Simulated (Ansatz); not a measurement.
`[OH][AlH][NH][SiH3]` → Al• + 6 H• + N• + O• + Si•  (atomization)

Isolated molecules relaxed with PBE0-D4/def2-TZVP in Ansatz; ΔE leaves out vibrations. CCSD(T)/CBS is the MP2 limit (def2-TZVPP, def2-QZVPP) plus CCSD(T) − MP2 in def2-TZVPP, frozen cores. This one scheme is used for every species, atoms too. DFT in def2-TZVPP. HSE06 is defined as in plane-wave codes. Open shells (•) are unrestricted, without spin–orbit coupling. Spin–orbit coupling would lower the free atoms: a little for Al, O, Si. Each species was taken in one conformer, which may not be the lowest.

CCSD(T)/CBS gives +798.7 kcal/mol.

(1) Another level gave +797.3 kcal/mol. Which?
A. HSE06-D4/def2-TZVPP
B. ωB97M-V/def2-TZVPP
C. revPBE-D4/def2-TZVPP
D. BLYP-D4/def2-TZVPP

Largest T1 diagnostic among the species: 0.018.

## Answers

(1) B. ωB97M-V 797.3, BLYP-D4 791.6, revPBE-D4 775.1, HSE06-D4 781.1 kcal/mol.

The D4 term adds +7.3 kcal/mol with B3LYP and +3.8 kcal/mol with PBE0; it sums over pairs of atoms, weighted by their polarisabilities, and B3LYP, whose exchange is more repulsive, gets the larger term. In def2-TZVPP, CCSD(T) changes the Hartree–Fock value by +200.3 kcal/mol (the triples alone add +9.7 kcal/mol) and MP2 by +209.1 kcal/mol; breaking electron pairs costs correlation energy, which Hartree–Fock lacks.

B3LYP here is the variant with VWN-RPA as its local correlation; programs differ in this.

For atomizations the MP2-based limit and the directly extrapolated one differ by several kJ/mol either way, and by 10 to 25 for some Ge, Se and Sn compounds, so smaller differences from it don't rank the levels.
